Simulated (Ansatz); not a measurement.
# A relaxation, step by step

C$_{2}$H$_{7}$Zn, doublet, PBE0-D4/def2-TZVP (Ansatz 0.2.0). Settings:

```yaml
hamiltonian: {xc: pbe0, dispersion: d4}
relax: {f_tol: 0.005, max_steps: 200}
```

Start, a step off a saddle point along its unstable mode:

```xyz
10
angstrom
H 2.3925 -0.1141 -0.6370
C 0.7721 0.5372 -1.3592
Zn -0.4305 0.0656 0.0239
C -1.7646 -0.3517 1.3472
H 2.9115 -0.2659 -0.5144
H 0.9727 -0.0882 -2.2477
H 1.2615 1.5218 -1.4491
H -2.0024 -1.4188 1.3406
H -2.6880 0.1998 1.1448
H -1.4249 -0.0854 2.3509
```

```csv
step,energy less the last (meV),largest force component (eV/Å)
1,1346.5,13.349
2,158.0,1.884
3,72.8,0.676
4,17.2,0.272
5,4.3,0.141
6 (rejected trial),32.7,0.839
7,1.2,0.066
8,1.1,0.104
9,0.3,0.006
10,0.2,0.002
11,0.2,0.008
12 (rejected trial),0.2,0.013
13,0.2,0.005
14,0.1,0.005
15,0.1,0.010
16,0.1,0.016
17,0.1,0.021
18,0.1,0.026
19 (rejected trial),2.1,0.136
20,0.0,0.007
21,0.0,0.009
22,0.0,0.007
23,0.0,0.004
```

Step 3, positions (Å) and forces (eV/Å):

```tsv
atom	x	y	z	Fx	Fy	Fz
H1	2.621	-0.074	-0.643	-0.426	0.214	-0.105
C2	0.678	0.574	-1.395	0.228	0.340	-0.676
Zn3	-0.535	0.100	-0.004	0.027	0.017	-0.038
C4	-1.816	-0.353	1.366	-0.047	-0.011	0.034
H5	3.234	-0.436	-0.458	0.626	-0.305	0.186
H6	0.897	-0.050	-2.279	-0.129	0.197	0.428
H7	1.170	1.559	-1.495	-0.253	-0.439	0.132
H8	-2.032	-1.424	1.369	0.001	0.005	0.010
H9	-2.753	0.178	1.177	-0.032	-0.014	0.040
H10	-1.465	-0.075	2.363	0.005	-0.004	-0.010
```

Step 8, positions (Å) and forces (eV/Å):

```
atom       x       y       z      Fx      Fy      Fz
  H1   2.902  -0.279  -0.496  -0.012   0.005  -0.006
  C2   0.497   0.669  -1.520   0.054   0.012  -0.057
 Zn3  -0.657   0.165  -0.088  -0.060  -0.019   0.064
  C4  -1.837  -0.347   1.363   0.104   0.016  -0.058
  H5   3.571  -0.519  -0.262   0.016  -0.007   0.008
  H6   0.722   0.035  -2.377  -0.013  -0.010   0.004
  H7   1.013   1.626  -1.582  -0.008   0.012   0.013
  H8  -2.003  -1.427   1.362  -0.044   0.010   0.000
  H9  -2.804   0.153   1.270  -0.014  -0.032   0.028
 H10  -1.403  -0.078   2.330  -0.023   0.014   0.004
```

Step 11, positions (Å) and forces (eV/Å):

| atom | x | y | z | Fx | Fy | Fz |
| --- | --- | --- | --- | --- | --- | --- |
| H1 | 2.922 | -0.289 | -0.486 | 0.007 | -0.003 | 0.003 |
| C2 | 0.487 | 0.679 | -1.535 | -0.005 | -0.002 | 0.002 |
| Zn3 | -0.663 | 0.170 | -0.096 | 0.004 | 0.000 | 0.002 |
| C4 | -1.829 | -0.347 | 1.361 | -0.003 | 0.000 | 0.000 |
| H5 | 3.578 | -0.538 | -0.225 | -0.008 | 0.003 | -0.002 |
| H6 | 0.705 | 0.045 | -2.392 | 0.001 | -0.001 | -0.003 |
| H7 | 0.995 | 1.640 | -1.597 | 0.002 | 0.003 | 0.000 |
| H8 | -1.999 | -1.427 | 1.362 | -0.001 | 0.001 | -0.002 |
| H9 | -2.801 | 0.146 | 1.282 | 0.001 | -0.003 | 0.001 |
| H10 | -1.394 | -0.078 | 2.327 | 0.002 | 0.002 | -0.001 |

Last step (23):

```json
{"atom": "H1", "x (Å)": "2.8274", "y (Å)": "-0.3126", "z (Å)": "-0.4021"}
{"atom": "C2", "x (Å)": "0.4698", "y (Å)": "0.7094", "z (Å)": "-1.5911"}
{"atom": "Zn3", "x (Å)": "-0.6412", "y (Å)": "0.1815", "z (Å)": "-0.1290"}
{"atom": "C4", "x (Å)": "-1.7654", "y (Å)": "-0.3547", "z (Å)": "1.3535"}
{"atom": "H5", "x (Å)": "3.4447", "y (Å)": "-0.5864", "z (Å)": "-0.0796"}
{"atom": "H6", "x (Å)": "0.6785", "y (Å)": "0.0803", "z (Å)": "-2.4551"}
{"atom": "H7", "x (Å)": "0.9648", "y (Å)": "1.6768", "z (Å)": "-1.6611"}
{"atom": "H8", "x (Å)": "-1.9247", "y (Å)": "-1.4362", "z (Å)": "1.3529"}
{"atom": "H9", "x (Å)": "-2.7449", "y (Å)": "0.1277", "z (Å)": "1.3018"}
{"atom": "H10", "x (Å)": "-1.3091", "y (Å)": "-0.0858", "z (Å)": "2.3097"}
```

The run took about 43 s on 8 CPU threads of an Arm Neoverse V1 (shared host).
